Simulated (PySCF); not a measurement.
# Electron correlation in I (iodine, neutral)

[Kr] 4d10 5s2 5p4 5d1, one real determinant (an excited configuration). Computed with PySCF 2.14 in aug-cc-pVTZ-PP with ECP28MDF (6s5p4d2f, 55 functions), with a scalar-relativistic core potential. Frozen: 4s2 4p6 4d10; 7 electrons correlated.

```
  level  correlation energy (mhartree)
   CCSD                        -115.97
    (T)                          -4.44
CCSD(T)                        -120.41
```

Diagnostics: T1 = 0.0088, D1 = 0.0247, largest double amplitude 0.092.

The real determinant used has ⟨L²⟩ near 8 against 12 for a pure F term, so it mixes terms. The outer electron is Rydberg-like, and this basis confines it to a smaller radius and binds it less than a complete one would.

Cost of the coupled-cluster step: of the order of 3 core-seconds, for 7 correlated electrons.

Iterations:

```
CC2 = 0
CCSD nocc = (np.int64(5), np.int64(2)), nmo = (46, 46)
frozen orbitals [[0, 1, 2, 3, 4, 5, 6, 7, 8], [0, 1, 2, 3, 4, 5, 6, 7, 8]]
max_cycle = 100
direct = 0
conv_tol = 1e-08
conv_tol_normt = 1e-06
diis_space = 8
diis_start_cycle = 0
Init t2, MP2 energy = -0.0962354743760492
Init E_corr(UCCSD) = -0.0962354743779215
cycle = 1  E_corr(UCCSD) = -0.110467932621712  dE = -0.0142324582  norm(t1,t2) = 0.0464378
cycle = 2  E_corr(UCCSD) = -0.113704215190799  dE = -0.00323628257  norm(t1,t2) = 0.0197567
cycle = 3  E_corr(UCCSD) = -0.115566686418859  dE = -0.00186247123  norm(t1,t2) = 0.0129581
cycle = 4  E_corr(UCCSD) = -0.115704780161165  dE = -0.000138093742  norm(t1,t2) = 0.00862936
cycle = 5  E_corr(UCCSD) = -0.115960408857701  dE = -0.000255628697  norm(t1,t2) = 0.00384927
cycle = 6  E_corr(UCCSD) = -0.115971170506072  dE = -1.07616484e-05  norm(t1,t2) = 0.000670727
cycle = 7  E_corr(UCCSD) = -0.115968140279822  dE = 3.03022625e-06  norm(t1,t2) = 0.000245028
cycle = 8  E_corr(UCCSD) = -0.115969380406602  dE = -1.24012678e-06  norm(t1,t2) = 6.90395e-05
cycle = 9  E_corr(UCCSD) = -0.115968713952508  dE = 6.66454094e-07  norm(t1,t2) = 1.55791e-05
cycle = 10  E_corr(UCCSD) = -0.115968906496243  dE = -1.92543735e-07  norm(t1,t2) = 4.05756e-06
cycle = 11  E_corr(UCCSD) = -0.115968918064289  dE = -1.15680453e-08  norm(t1,t2) = 9.63935e-07
cycle = 12  E_corr(UCCSD) = -0.115968913847029  dE = 4.21725971e-09  norm(t1,t2) = 2.53914e-07
UCCSD converged
E(UCCSD) = -294.4813041142247  E_corr = -0.1159689138470289
UCCSD(T) correction = -0.00443566293906419
```

The reference is one real determinant that mixes LS terms of this configuration.
